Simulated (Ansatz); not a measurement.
C2H3ClSi, SMILES `ClC1=C[SiH2]1`, relaxed with RKS PBE0-D4/def2-TZVP in Ansatz 0.2.0 from a PBE-D4/def2-SVP geometry. The force threshold is 0.005 eV/Å; the program also tests the step.

Charge 0, multiplicity 1.

Start:

```xyz
7

Cl   -1.412   -2.127   -0.677
C    -0.456   -0.754   -0.284
C     0.637   -0.153   -0.783
Si   -0.009    0.722    0.715
H     1.341   -0.291   -1.617
H     0.669    0.593    2.048
H    -0.770    2.010    0.598
```

```tsv
step	energy (eV)	largest force (eV/Å)	largest move (Å)
1	-22512.5019	0.687	0.000
2	-22512.5401	0.423	0.022
3	-22512.5480	0.080	0.015
4	-22512.5482	0.044	0.003
5	-22512.5483	0.008	0.004
6	-22512.5483	0.003	0.002
```

End:

```xyz
7

Cl   -1.384   -2.098   -0.677
C    -0.448   -0.737   -0.275
C     0.631   -0.146   -0.770
Si   -0.005    0.713    0.702
H     1.310   -0.302   -1.597
H     0.657    0.587    2.022
H    -0.761    1.983    0.595
```

Run time 20 s (4 threads of a server CPU on a shared host); peak host memory 0.32 GiB.
